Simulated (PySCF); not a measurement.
**N (nitrogen, neutral) across methods**

[He] 2s2 2p3, high-spin 4S determinant. All numbers are calculated (PySCF 2.14, the spin-free X2C one-electron Hamiltonian (Gaussian nucleus), in ANO-R3 (4s4p2d1f, 33 functions)).

| method | E (hartree) | mean ε 2s α (eV) | mean ε 2s β (eV) | mean ε 2p α (eV) | Σ⟨r²⟩ (bohr²) | ⟨S²⟩ |
| --- | --- | --- | --- | --- | --- | --- |
| M06 | -54.6066 | -22.542 | -16.823 | -9.937 | 12.13 | 3.754 |
| r2SCAN | -54.6116 | -21.320 | -15.159 | -8.835 | 12.23 | 3.754 |
| PBE | -54.5629 | -19.798 | -15.228 | -8.225 | 12.45 | 3.752 |
| PBE0 | -54.5745 | -22.887 | -16.786 | -10.156 | 12.28 | 3.753 |
| UHF | -54.43263 | -31.631 | -19.777 | -15.484 | 12.06 | 3.757 |
| B3LYP | -54.6345 | -22.091 | -16.780 | -9.708 | 12.34 | 3.753 |
| LDA | -54.1616 | -19.553 | -15.212 | -8.329 | 12.51 | 3.753 |
| B97-3 | -54.6188 | -22.957 | -17.039 | -10.147 | 12.19 | 3.755 |
| TPSS | -54.6440 | -20.484 | -15.339 | -8.406 | 12.34 | 3.753 |
